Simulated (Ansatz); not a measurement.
`N=[CH][Al]1[CH2][CH2]1` + HBr → `[Br][Al]1[CH2][CH2]1` + `C=N` at 500 K and 1 bar (ligand exchange at the Al–C bond).

Isolated molecules relaxed with PBE0-D4/def2-TZVP in Ansatz; ΔE leaves out vibrations. CCSD(T)/CBS adds triple-zeta CCSD(T) − MP2 to the extrapolated MP2 energy (def2 sets, frozen cores). This one scheme is used for every species. For Br outer-core shells are correlated without core-valence functions, which leaves a few kJ/mol of doubt a bond. Scalar relativity is left out up to krypton. One conformer a species, not always the lowest.

| species | CCSD(T)/CBS energy (Eh) | H − E (kJ/mol) | S (J/(mol·K)) |
| --- | --- | --- | --- |
| `N=[CH][Al]1[CH2][CH2]1` | -414.38872 | 262.2 | 409.2 |
| HBr | -2573.91920 | 30.5 | 213.7 |
| `[Br][Al]1[CH2][CH2]1` | -2893.85018 | 175.3 | 370.1 |
| `C=N` | -94.52360 | 124.2 | 249.5 |

H − E and S are ideal-gas, rigid-rotor, harmonic terms from PBE0-D4/def2-TZVP, for one conformer and one mirror image of each species. 1 Eh = 2625.50 kJ/mol, R = 8.31446 J/(mol·K).

Q: By hand: ΔE, ΔH, ΔS and ΔG.

A: ΔE = (-2893.85018) + (-94.52360) − (-414.38872) − (-2573.91920) = -0.06586 Eh = -172.9 kJ/mol. Δ(H − E) = 175.3 + 124.2 − 262.2 − 30.5 = 6.8, so ΔH = -166.1 kJ/mol. ΔS = 370.1 + 249.5 − 409.2 − 213.7 = -3.3 J/(mol·K). ΔG = -166.1 − 500 × (-3.3)/1000 = -164.4 kJ/mol.

Q: By hand: the equilibrium constant, and the temperature at which ΔG would vanish if ΔH and ΔS stayed fixed.

A: log₁₀ K = −ΔG/(RT ln 10) = 17.2. ΔG = 0 at ΔH/ΔS = 50333 K, far beyond where these terms or the molecules hold.

The number of gas molecules stays the same, so ΔS is small and ΔH decides. A doubt of 5 kJ/mol in ΔE shifts log₁₀ K by 0.5 here. Other conformers and mirror images would add mixing entropy, several J/(mol·K) or more a flexible species. Modes under 60 cm⁻¹, often nearly free rotors, make the harmonic entropy too high. These are equilibria of isolated gas molecules and say nothing of rates. Largest T1 diagnostic: 0.013 (customary marks: 0.02 for closed shells, 0.045 for open ones).
